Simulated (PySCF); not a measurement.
Species: C3H12N2Si2.
Z-matrix (Å and degrees, GFN2-xTB geometry), rows numbered from 1:
```
N 
C   1  1.4559
C   2  1.5175  1  108.77
Si  3  1.9026  2  111.23  1    48.36
C   4  1.9207  3   99.15  2   144.95
N   5  1.4511  4  108.64  3    -6.34
Si  6  1.7099  5  122.08  4   -12.24
H   1  1.0149  2  111.13  3  -179.27
H   1  1.0145  2  109.86  3    61.55
H   2  1.0935  1  106.93  3   118.85
H   2  1.1050  1  113.14  3  -123.02
H   3  1.0935  2  107.58  1   -70.63
H   4  1.4641  3  112.57  2    29.63
H   4  1.4671  3  114.42  2   -97.74
H   5  1.0963  4  110.58  3  -127.84
H   5  1.0954  4  111.74  3   114.10
H   6  1.0072  5  113.87  4  -175.30
H   7  1.4667  3  114.67  2    98.24
H   7  1.4751  3  110.12  2   -25.35
```

Definitions: NICS(0) = −σiso at the ring centroid; NICS(1) = −σiso and NICS(1)zz = −σzz at ±1 Å along the ring normal z. Level: GIAO PBE0/pcSseg-1 (PySCF, non-relativistic, gas phase) on the GFN2-xTB geometry, one conformer.

Ring bond lengths (Å), with Mayer bond orders in brackets: C3–Si4 1.903 (0.87), Si4–C5 1.921 (0.88), C5–N6 1.451 (0.94), N6–Si7 1.710 (1.04), Si7–C3 1.901 (0.87).

Give the NICS values of each ring in ppm.

| ring | type | NICS(0) | NICS(1), two faces | NICS(1)zz, two faces | rms pucker (Å) | centre to ring atoms, mean (Å) |
| --- | --- | --- | --- | --- | --- | --- |
| C3–Si4–C5–N6–Si7 | 5-membered ring with N and 2 Si; formal bonds all single | -5.0 | -3.2 / -2.3 | -1.4 / -0.9 | 0.14 | 1.50 |

What do they say, and how far can they be read as aromaticity?

- C3–Si4–C5–N6–Si7: mean NICS(1)zz -1.1 ppm, near zero. C3, Si4, C5, Si7 have four or more neighbours; no verdict on aromaticity is drawn.

What is the mean of the two in-plane components of NICS at the first NICS(1) probe listed for ring C3–Si4–C5–N6–Si7, 1 Å off the ring?

The isotropic value is a third of the trace: (3 × -3.2 − (-1.4))/2 = -4.1 ppm.

How shielded are the nuclei of the rings and their hydrogens (means over atoms taken as equivalent)?

```json
{"atoms": "C3", "environment": "sp3 carbon bound to silicon", "σ isotropic (ppm)": "172.9"}
{"atoms": "Si4", "environment": "SiH2 silicon", "σ isotropic (ppm)": "381.5"}
{"atoms": "C5", "environment": "sp3 carbon bound to nitrogen", "σ isotropic (ppm)": "158.0"}
{"atoms": "N6", "environment": "silicon-bound nitrogen", "σ isotropic (ppm)": "250.9"}
{"atoms": "Si7", "environment": "SiH2 silicon", "σ isotropic (ppm)": "371.5"}
{"atoms": "H12", "environment": "methine hydrogen", "σ isotropic (ppm)": "30.58"}
{"atoms": "H13", "environment": "Si–H hydrogen", "σ isotropic (ppm)": "27.26"}
{"atoms": "H14", "environment": "Si–H hydrogen", "σ isotropic (ppm)": "27.23"}
{"atoms": "H15", "environment": "methylene hydrogen", "σ isotropic (ppm)": "28.95"}
{"atoms": "H16", "environment": "methylene hydrogen", "σ isotropic (ppm)": "28.90"}
{"atoms": "H17", "environment": "N–H hydrogen", "σ isotropic (ppm)": "31.96"}
{"atoms": "H18", "environment": "Si–H hydrogen", "σ isotropic (ppm)": "26.65"}
{"atoms": "H19", "environment": "Si–H hydrogen", "σ isotropic (ppm)": "26.79"}
```
